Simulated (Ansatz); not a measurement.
Geometry optimisation, UHF/def2-SVP in Ansatz 0.2.0.

Input file:

```yaml
crystal:
  periodic: [false, false, false]
  atoms:
    - { symbol: Zn, position_ang: [-1.3536, 0.5341, -0.2844] }
    - { symbol: C, position_ang: [0.0188, -0.4643, 0.4827] }
    - { symbol: Se, position_ang: [1.5445, 0.6853, 0.2511] }
    - { symbol: H, position_ang: [-1.6146, 0.5614, -0.7675] }
    - { symbol: H, position_ang: [-0.1611, -0.6374, 1.5465] }
    - { symbol: H, position_ang: [0.2058, -1.419, -0.0175] }
    - { symbol: H, position_ang: [1.4215, 0.672, -1.2567] }
magnetization:
  spin_polarized: true
basis:
  gaussian: { orbitals: def2-SVP }
hamiltonian:
  xc: hf
relax:
  f_tol: 0.02
  max_steps: 50
```

Launched with:

```bash
$ ansatz run input.yaml --threads 2 --pin off --max-ram 3072MiB --backend cpu --events-out ev --progress --plain --runs-dir out
```

Where does it end, and by what steps?

It converged. The force dipped under the threshold on the way, but the program's further checks kept it going. After 19 steps the energy has fallen by 51.947 eV; H4 moved furthest, 1.15 Å. The start is strongly strained (largest force component 240 eV/Å).

```json
{"step": "0", "energy less start (eV)": "0.0000", "largest force component (eV/Å)": "239.738", "accepted": "yes"}
{"step": "1", "energy less start (eV)": "-42.3918", "largest force component (eV/Å)": "34.759", "accepted": "yes"}
{"step": "2", "energy less start (eV)": "-46.6437", "largest force component (eV/Å)": "21.076", "accepted": "yes"}
{"step": "3", "energy less start (eV)": "-49.8556", "largest force component (eV/Å)": "8.713", "accepted": "yes"}
{"step": "4", "energy less start (eV)": "-51.3322", "largest force component (eV/Å)": "2.370", "accepted": "yes"}
{"step": "5", "energy less start (eV)": "-51.7174", "largest force component (eV/Å)": "1.015", "accepted": "yes"}
{"step": "6", "energy less start (eV)": "-51.7414", "largest force component (eV/Å)": "0.931", "accepted": "yes"}
{"step": "7", "energy less start (eV)": "-51.8787", "largest force component (eV/Å)": "0.465", "accepted": "yes"}
{"step": "8", "energy less start (eV)": "-51.8864", "largest force component (eV/Å)": "0.900", "accepted": "yes"}
{"step": "9", "energy less start (eV)": "-51.9378", "largest force component (eV/Å)": "0.187", "accepted": "yes"}
{"step": "10", "energy less start (eV)": "-51.9435", "largest force component (eV/Å)": "0.139", "accepted": "yes"}
{"step": "11", "energy less start (eV)": "-51.9458", "largest force component (eV/Å)": "0.081", "accepted": "yes"}
{"step": "12", "energy less start (eV)": "-51.9464", "largest force component (eV/Å)": "0.025", "accepted": "yes"}
{"step": "13", "energy less start (eV)": "-51.9468", "largest force component (eV/Å)": "0.045", "accepted": "yes"}
{"step": "14", "energy less start (eV)": "-51.9468", "largest force component (eV/Å)": "0.052", "accepted": "no"}
{"step": "15", "energy less start (eV)": "-51.9470", "largest force component (eV/Å)": "0.007", "accepted": "yes"}
{"step": "16", "energy less start (eV)": "-51.9469", "largest force component (eV/Å)": "0.103", "accepted": "no"}
{"step": "17", "energy less start (eV)": "-51.9471", "largest force component (eV/Å)": "0.028", "accepted": "yes"}
{"step": "18", "energy less start (eV)": "-51.9471", "largest force component (eV/Å)": "0.027", "accepted": "no"}
{"step": "19", "energy less start (eV)": "-51.9472", "largest force component (eV/Å)": "0.001", "accepted": "yes"}
```

```xyz
7
Properties=species:S:1:pos:R:3
Zn -1.392 0.315 -0.418
C 0.157 -0.540 0.515
Se 1.816 0.507 0.314
H -2.599 1.002 -1.158
H -0.017 -0.539 1.594
H 0.362 -1.570 0.226
H 1.734 0.756 -1.119
```

Whether the end is a true minimum wasn't checked by a vibrational analysis.

Run time: 90 s on 2 threads of Intel(R) Xeon(R) Platinum 8259CL CPU @ 2.50GHz (Skylake/Cascade Lake), on a shared host, peak memory 0.31 GiB.
